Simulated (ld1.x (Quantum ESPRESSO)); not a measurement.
Before and after: TM potential for Ca (Z = 20)

* Element: Ca
* Generator: ld1.x (Quantum ESPRESSO) 7.5
* Type: norm-conserving Troullier–Martins (Kleinman–Bylander form)
* Functional: PBE
* Relativity: scalar-relativistic
* Frozen core: [Ne] 3s2
* Valence charge: 8
* Reference configuration: 3p6 3d0 4s2 4p0
* Partial waves: 4s (bound): rc 3.55 bohr; 3p (bound): rc 1.55 bohr; 3d (bound, empty): rc 1.70 bohr
* Local potential: all-electron potential smoothed inside 1.60 bohr (lloc = -2)
* Core correction: none

Change: functional LDA (PZ).

Cutoffs: the cutoffs (Ry, on a coarse ladder) from which the occupation-weighted sum of valence levels, in a spherical-Bessel basis at the reference potential, stays within 10 and 1 mRy of its value at 400 Ry; they do not see the model core or the augmentation charge, which bear on the density cutoff. Errors are all-electron minus pseudo energies relative to the spin-unpolarised reference configuration.

How do hardness, ghosts and transferability respond?

The potential gets neither clearly harder nor softer (30 Ry and 55 Ry → 30 Ry and 55 Ry); both files keep a bound ghost (s); the number of tests that count goes from 6 to 8; of the 6 tests that both files solve, the error grows in 3 and shrinks in 1 by more than 15 % and 0.3 meV (median size 3.1 → 7.2 meV).

```tsv
quantity	base	changed
cutoff, loose	30 Ry	30 Ry
cutoff, tight	55 Ry	55 Ry
bound ghosts	s	s
tests counted (converged, no solver errors)	6 of 7	8 of 9
error for 3p6 3d0 4s1 4p0, meV [ΔE 6.31 → 6.46 eV]	-1.4	-2.7
error for 3p6 3d0 4s0 4p0, meV [ΔE 18.13 → 18.41 eV]	+39	+18
error for 3p6 3d0 4s1.5 4p0, meV [ΔE 2.50 → 2.57 eV]	-0.9	-1.1
error for 3p6 3d0 4s1 4p1, meV [ΔE 2.42 → 2.49 eV]	-4.8	-6.4
error for 3p6 3d0.5 4s1.5 4p0, meV [ΔE 1.05 → 1.02 eV]	-15	-17
error for 3p6 3d0 4s0 4p1, meV [ΔE 9.36 → 9.58 eV]	+0.2	-8.0
s: phases at 3.85 bohr within 0.05 rad from the reference energy up to (Ry; the scan ends near 5)	1.7	1.8
p: phases at 3.85 bohr within 0.05 rad from the reference energy up to (Ry; the scan ends near 5)	2.5	2.5
d: phases at 3.85 bohr within 0.05 rad from the reference energy up to (Ry; the scan ends near 5)	3.1	3.1
```

Base: The cutoffs count occupied waves only; the empty 3d level needs 50 Ry at the loose tolerance. Tests not counted: 3p5 3d0 4s2 4p0 (solver errors, printed error -12.8 eV). ld1.x printed “convergence not achieved” for 3 of the counted tests; their residual had stalled under 1e-8, short of the target of 1e-14. Changed file: The cutoffs count occupied waves only; the empty 3d level needs 50 Ry at the loose tolerance. Tests not counted: 3p5 3d0 4s2 4p0 (solver errors, printed error -12.9 eV). A true bound ghost makes a file unfit for plane-wave use even where its test errors are small: the radial tests pick states by their node count and pass the ghost by. Where a test does run into it, the solver fails or the error is huge.
